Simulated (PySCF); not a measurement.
Ligands exchanged one at a time, Ga F-Br. Isolated molecules, 0 K electronic values unless said otherwise. Strings in code marks are SMILES.

The HOMO–LUMO gap from two functionals at the same geometries (PBE0-D4/def2-TZVP), both in PySCF: PBE-D3(BJ)/def2-TZVP and B3LYP-D3(BJ)/def2-TZVP. B3LYP has the VWN-RPA correlation part, as in Gaussian. 

```
species                                         PBE-D3(BJ)/def2-TZVP (eV)
----------------------------------------------  -------------------------
0 of 3 F replaced by Br (`[F][Ga]([F])[F]`)                          6.29
1 of 3 F replaced by Br (`[F][Ga]([F])[Br]`)                         4.89
2 of 3 F replaced by Br (`[Br][Ga]([Br])[F]`)                        4.60
3 of 3 F replaced by Br (`[Br][Ga]([Br])[Br]`)                       4.31
```

Q: What does B3LYP-D3(BJ)/def2-TZVP give for each?

A: 
- 0 of 3 F replaced by Br (`[F][Ga]([F])[F]`): 8.68
- 1 of 3 F replaced by Br (`[F][Ga]([F])[Br]`): 6.56
- 2 of 3 F replaced by Br (`[Br][Ga]([Br])[F]`): 6.22
- 3 of 3 F replaced by Br (`[Br][Ga]([Br])[Br]`): 5.89
Over these rows, drawn at random from the members with no instability flagged (it was tested for open shells, ions and some series alone), PBE minus B3LYP-D3(BJ): mean -1.81 eV, from -2.39 eV to -1.58 eV.
